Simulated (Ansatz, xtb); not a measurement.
## BFH5NSi: which of two isomers lies lower

We compare a, `FBN[SiH3]`, a singlet, with b, `BN[SiH2]F`, a singlet. Both are isolated molecules in the gas phase, relaxed with B3LYP-D3(BJ)/6-311G**, each in the lowest conformer that the search found.

a (Å):

```xyz
9

B    -0.6694    2.8261   -0.9181
F    -1.4933    3.8267   -0.5627
N     0.3136    2.3894   -0.0159
Si    1.4878    1.1105   -0.2659
H    -0.7970    2.3352   -1.9944
H     0.3309    2.8797    0.8723
H     1.2553    0.5617   -1.6193
H     2.8709    1.6398   -0.1612
H     1.3253    0.0423    0.7523
```

b (Å):

```xyz
9

B    -0.8177    2.7001   -0.0349
F     2.3317    2.0783   -1.9801
N    -0.0505    1.6843   -0.6352
Si    1.6824    1.5542   -0.5893
H    -0.2574    3.5543    0.5795
H    -2.0042    2.6871   -0.1424
H    -0.5563    0.9742   -1.1520
H     2.0572    0.1300   -0.4688
H     2.1819    2.4042    0.5037
```

Energies in hartree; the thermal terms are from B3LYP-D3(BJ)/6-311G** harmonic frequencies (ideal gas, rigid rotor, one conformer each, 400 K, 1 atm) and include the zero-point energy:

|  | a | b |
| --- | --- | --- |
| E, CCSD(T)/def2-TZVP | −471.362259 | −471.365250 |
| zero-point energy | 0.058112 | 0.059329 |
| H(400 K) − E | 0.068529 | 0.069490 |
| G(400 K) − E | 0.016407 | 0.018133 |

Question: Work out ΔE, ΔE₀, ΔH and ΔG for a → b in kJ/mol (1 Eh = 2625.50 kJ/mol) and the equilibrium ratio [b]/[a].

Answer: 1. ΔE = −471.365250 − (−471.362259) = −0.002991 Eh = −7.85 kJ/mol.
2. ΔE₀ = ΔE + ΔZPE = −0.002991 + (+0.001217) Eh = −4.66 kJ/mol.
3. ΔH = ΔE + (+0.000961) Eh = −5.33 kJ/mol.
4. ΔG = ΔE + (+0.001726) Eh = −3.32 kJ/mol, so ΔS = (ΔH − ΔG)/T = −5.0 J/(mol K).
5. kT = 1.2667 mEh, so K = [b]/[a] = exp(−ΔG/kT) = exp(+1.00) ≈ 2.7.

The two are too close for this level to say which is favoured. An error of 4 kJ/mol in ΔG would change K by a factor of 3.3. HF/STO-3G, r2SCAN-D4/def2-SVP, B3LYP-D3(BJ)/6-311G** gave ΔE the other sign. Mirror images and further conformers aren't counted.

As drawn, b has 1 F–Si, 1 B–H in place of 1 B–F, 1 Si–H.

Other levels gave ΔE = −19.5 (GFN2-xTB); +110.3 (HF/STO-3G, GFN2-xTB geometries); +27.0 (r2SCAN-D4/def2-SVP, GFN2-xTB geometries); +5.6 (B3LYP-D3(BJ)/6-311G**); −5.9 (HF/def2-TZVP); −11.4 (MP2/def2-TZVP) kJ/mol. The correlated steps freeze 8 core orbitals. Programs: Ansatz 0.2.0, xtb 6.7.1.
